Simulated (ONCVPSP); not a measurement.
## barium: one change to an ONCV potential, before and after

```
Element                 : barium (Ba)
Generator               : ONCVPSP 4.0.1
Type                    : optimised norm-conserving Vanderbilt (ONCV)
Functional              : BLYP
Relativity              : scalar-relativistic
Frozen core             : [Kr] 4d10
Valence charge          : 10
Reference configuration : 5s2 5p6 6s1.75 6p0.25
Partial waves           : 5s+6s: rc 2.80 bohr, ncon 3, nbas 8, qcut 5.1 1/bohr, 2 projectors; 5p+6p: rc 3.75 bohr, ncon 4, nbas 8, qcut 4 1/bohr, 3 projectors, debl 3.8 Ha; d scattering state at 0.34 Ha: rc 2.80 bohr, ncon 4, nbas 8, qcut 4.1 1/bohr, local; f scattering state at 0.08 Ha: rc 2.90 bohr, ncon 4, nbas 8, qcut 3.8 1/bohr, 1 projector
Local potential         : the d channel
Core correction         : Teter function, fcfact 3.25, rcfact 1.75
```

In the d channel the program set the typed energies aside and used 0.050 Ha.

Change: core correction none.

Cutoffs: the cutoffs (Ha) at which the residual kinetic energy of the hardest occupied pseudo-wave falls to 1 and 0.1 mHa per electron; they do not see the model core or the augmentation charge, which bear on the density cutoff. Errors are all-electron minus pseudo energies relative to the spin-unpolarised reference configuration.

Problem. What does the change do?

Solution. The potential gets neither clearly harder nor softer (7.3 Ha and 9.0 Ha → 7.3 Ha and 9.0 Ha); of the 4 tests that both files solve, the error grows in 0 and shrinks in 3 by more than 15 % and 0.3 meV (median size 7.7 → 0.7 meV); neither file shows a bound ghost.

```csv
quantity,base,changed
"cutoff, loose",7.3 Ha,7.3 Ha
"cutoff, tight",9.0 Ha,9.0 Ha
bound ghosts,none,none
GHOST(+) flags under 300 eV,f at 1.7 eV,f at 1.7 eV
"error for 5s2 5p6 6s2 6p0, meV [ΔE -0.50 eV]",-0.1,0.0
"error for 5s2 5p6 6s1 6p0, meV [ΔE 4.77 eV]",-1.6,-0.6
"error for 5s2 5p6 6s0 6p0, meV [ΔE 14.83 eV]",-15,-1.8
"error for 5s2 5p6 5d1 6s0 6p0, meV [ΔE 5.58 eV]",-14,-0.9
s: phases at 2.84 bohr within 0.05 rad from the reference energy up to (Ha; the scan ends near 5),2.5,2.5
p: phases at 3.81 bohr within 0.05 rad from the reference energy up to (Ha; the scan ends near 5),1.9,1.9
d: phases at 2.84 bohr within 0.05 rad from the reference energy up to (Ha; the scan ends near 5),1.3,1.3
f: phases at 2.94 bohr within 0.05 rad from the reference energy up to (Ha; the scan ends near 5),0.2,0.2
```

Base: The cutoffs count occupied waves only; projector 1 of the f channel, the hardest unoccupied one, needs 30 Ha at the loose tolerance. Changed file: The cutoffs count occupied waves only; projector 1 of the f channel, the hardest unoccupied one, needs 30 Ha at the loose tolerance.
